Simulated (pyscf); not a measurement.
## [Cl–GaH]•, doublet

Gas-phase minimum from PySCF at ωB97X-D3(BJ)/def2-SVP, one conformer. 

SMILES: [Cl][GaH]
```xyz
3

Cl     1.2167    -1.2046    -0.2118
Ga    -0.0385     0.2724    -1.1846
H     -0.2384     1.6428    -0.3837
```
Charge 0, spin multiplicity 2.

Bonded distances (Å): Cl1–Ga2 2.169, Ga2–H3 1.600. Bond angles (°): Cl1–Ga2–H3 115.5.

Properties at ωB97X-D3(BJ)/def2-SVP:

| Quantity | Value |
|---|---|
| Harmonic wavenumbers, unscaled | 414, 550, 1800 cm⁻¹ |
| Zero-point energy | 3.9 kcal/mol |
| Rotational symmetry number | 1 |
| Entropy of this conformer at 298 K and 1 atm, rigid rotor and harmonic oscillator, modes under 100 cm⁻¹ raised to 100 | 269.6 J/(mol K) |
| Dipole moment | 1.93 D |
| Spin expectation value S2 | 0.755 |

Single-point totals, which compare only within one level (frozen core for MP2 and CC):

```csv
level,total energy (hartree)
ωB97X-D3(BJ)/def2-TZVP,-2385.64179
PBE/def2-TZVP,-2385.19683
r²SCAN/def2-TZVP,-2385.63787
B3LYP-D3(BJ)/def2-TZVP,-2385.74960
PBE0-D3(BJ)/def2-TZVP,-2385.27441
M06-2X/def2-TZVP,-2385.65817
ωB97M-D3(BJ)/def2-TZVP,-2385.75442
UHF/def2-TZVPP,-2383.37070
MP2/def2-TZVPP,-2383.76089
CCSD/def2-TZVPP,-2383.77890
CCSD(T)/def2-TZVPP,-2383.79604
```

The CCSD(T) − MP2 part came from Ansatz, without density fitting, on the same reference. The frozen core leaves the outer d or s,p core shells of the metals and heavy elements correlated in the MP2 and CC values, and def2-TZVPP describes them poorly, so these totals are far from the basis limit. Elements up to Kr have no core potential and no relativistic terms here.
